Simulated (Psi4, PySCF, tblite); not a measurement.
Approach curve of the dimer CH4 ··· CHN (SMILES C and C#N), singlet. Monomers: optimised at B3LYP-D3(BJ) (def2-TZVP), held rigid. Orientation: lowest of the rigid-body minima from ten starts at GFN2-xTB. Only R, the distance of the centres of mass, is varied, so the lowest point isn't the relaxed dimer.

Geometry at R = 3.80 Å (first 5 atoms: monomer A):
```
8

C      0.0000     0.0000     0.0000
H     -0.6417     0.8735    -0.1071
H     -0.4610    -0.8524    -0.4971
H      0.1335    -0.2249     1.0573
H      0.9692     0.2038    -0.4531
C      3.0154    -1.8026    -0.4487
N      3.8291    -1.2147    -1.0019
H      2.2581    -2.3498     0.0660
```

Levels: SCS-MP2/aug-cc-pVTZ = DF-SCS-MP2/aug-cc-pVTZ, frozen core, counterpoise-corrected (Psi4); GFN2-xTB (tblite); RKS-B3LYP/6-31G* = restricted B3LYP/6-31G*, spherical d, no counterpoise correction in PySCF; RKS-LDA (SVWN5)/6-31G* = PySCF with restricted LDA (SVWN5)/6-31G*, spherical d, no counterpoise correction; BLYP-D3(BJ)/def2-TZVP, counterpoise-corrected (Psi4).

Interaction energies in kJ/mol (negative: bound); R is the distance of the centres of mass, d the H5···C6 distance.

```csv
R / Å,d / Å,SCS-MP2/aug-cc-pVTZ,GFN2-xTB,RKS-B3LYP/6-31G*,RKS-LDA (SVWN5)/6-31G*,BLYP-D3(BJ)/def2-TZVP
3.17,2.30,10.27,3.68,12.69,-3.90,9.22
3.44,2.54,1.60,-1.77,3.36,-7.36,0.54
3.61,2.69,-0.62,-2.86,0.87,-7.20,-1.59
3.80,2.87,-1.67,-3.14,-0.41,-6.23,-2.48
4.04,3.09,-1.95,-2.91,-0.91,-4.70,-2.51
4.17,3.21,-1.88,-2.67,-0.93,-3.91,-2.31
4.47,3.49,-1.52,-2.09,-0.74,-2.41,-1.71
4.77,3.78,-1.14,-1.56,-0.49,-1.40,-1.19
5.28,4.27,-0.66,-0.93,-0.23,-0.53,-0.64
5.98,4.95,-0.33,-0.46,-0.12,-0.18,-0.33
7.03,5.97,-0.13,-0.17,-0.06,-0.07,-0.15
8.28,7.20,-0.05,-0.06,-0.02,-0.03,-0.06
```

Lowest grid point: SCS-MP2/aug-cc-pVTZ -1.95 kJ/mol at R = 4.04 Å; GFN2-xTB -3.14 kJ/mol at R = 3.80 Å; RKS-B3LYP/6-31G* -0.93 kJ/mol at R = 4.17 Å; RKS-LDA (SVWN5)/6-31G* -7.36 kJ/mol at R = 3.44 Å; BLYP-D3(BJ)/def2-TZVP -2.51 kJ/mol at R = 4.04 Å.
